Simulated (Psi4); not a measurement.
A dimer, H2 ··· C3H6 (SMILES [H][H] and C1CC1), singlet; the first 2 atoms form monomer A.

```
11

H      0.3719     0.0000     0.0000
H     -0.3719     0.0000     0.0000
C     -4.2619    -0.0523     0.7151
C     -4.2363     0.6888    -0.5927
C     -5.5461     0.4261     0.0969
H     -3.9004     0.4594     1.5968
H     -4.0558    -1.1140     0.7022
H     -4.0128     0.1285    -1.4904
H     -3.8574     1.7018    -0.5959
H     -6.0534     1.2614     0.5604
H     -6.2089    -0.3119    -0.3342
```

Task: What interaction energy does SAPT0/jun-cc-pVDZ, frozen core in Psi4 give, and which attractive term is the largest?

Result: Total -0.71 kJ/mol: electrostatics -0.31, exchange 0.12, induction -0.02, dispersion -0.50. The most attractive term is dispersion.
